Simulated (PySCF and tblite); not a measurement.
Results of a calculation; reference values are marked as such.
C7H14, numbered as in [CH3:1][CH:2]1[CH2:3][CH2:4][CH2:5][CH2:6][CH2:7]1.

Geometries PBE0-D3(BJ)/def2-SVP; weights from PBE0-D3(BJ)/def2-TZVP (IEF-PCM, chloroform) energies and GFN2-xTB thermal corrections, with symmetry numbers and mirror pairs. Conformers within 3 kcal/mol (GFN2-xTB free energy) were kept, 8 at most. GIAO shieldings: WP04/pcSseg-1 (IEF-PCM, chloroform). Shifts are against TMS (¹H), TMS (¹³C) at the same level; of two unlike H on one atom, a is the less shielded. Programs: PySCF with density fitting and tblite.

(1) What shifts does this protocol give at 298.15 K under fast conformational exchange?

(2) How do the conformers differ?

Shifts are unscaled: against experiment ¹³C can be off by 15 ppm or more and ¹H by 0.8 ppm.

## Answers

(1) ¹H: 1.45 (H4a/H6a, 2H), 1.38 (H5a, 1H), 1.36 (H3a/H7a, 2H), 1.13 (H4b/H6b, 2H), 1.05 (H2, 1H), 1.03 (H5b, 1H), 0.87 (H1, 3H), 0.79 (H3b/H7b, 2H) ppm. ¹³C: 37.6 (C3/C7), 36.9 (C2), 30.5 (C4/C6), 30.2 (C5), 25.2 (C1) ppm.

(2) The 6-ring runs over atoms 2–3–4–5–6–7.
| conformer | shape | weight % |
| --- | --- | --- |
| 1 | 6-ring chair (all substituents equatorial) | 96.8 |
| 2 | 6-ring chair (C1 axial) | 3.2 |

| signal | 1 | 2 | average |
| --- | --- | --- | --- |
| H1 | 0.87 | 0.98 | 0.87 |
| H2 | 1.04 | 1.51 | 1.05 |
| H3a/H7a | 1.36 | 1.32 | 1.36 |
| H3b/H7b | 0.77 | 1.26 | 0.79 |
| H4a/H6a | 1.45 | 1.35 | 1.45 |
| H4b/H6b | 1.12 | 1.20 | 1.13 |
| H5a | 1.39 | 1.09 | 1.38 |
| H5b | 1.02 | 1.42 | 1.03 |
| C1 | 25.3 | 20.4 | 25.2 |
| C2 | 37.0 | 33.4 | 36.9 |
| C3/C7 | 37.7 | 35.2 | 37.6 |
| C4/C6 | 30.6 | 25.6 | 30.5 |
| C5 | 30.2 | 30.9 | 30.2 |
